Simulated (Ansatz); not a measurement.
```xyz
7

O     1.449    1.117   -0.558
W     0.354    0.049    0.124
O    -1.163    0.286   -0.927
F     0.636   -1.582   -0.728
F     1.260   -0.761    1.529
F    -0.495    0.993    1.486
H    -2.040   -0.102   -0.926
```

Total charge 0; spin multiplicity 1. W takes the def2 core potential.

Problem. List the PBE0/def2-TZVPP orbital energies in eV (Ansatz 0.2.0). (Estimate.)

Solution. Computed: Occupied: -674.45, -674.45, -674.38, -524.49, -524.41, -86.11, -49.30, -49.10, -49.06, -33.43, -32.99, -32.65, -29.08, -27.14, -16.60, -15.01, -14.57, -14.29, -14.17, -13.44, -13.21, -12.69, -12.45, -12.03, -11.96, -11.79, -11.11, -10.79, -10.62. Lowest empty: -3.27, -1.79, -1.78, -0.76, -0.11, 0.75, 1.90, 3.09.
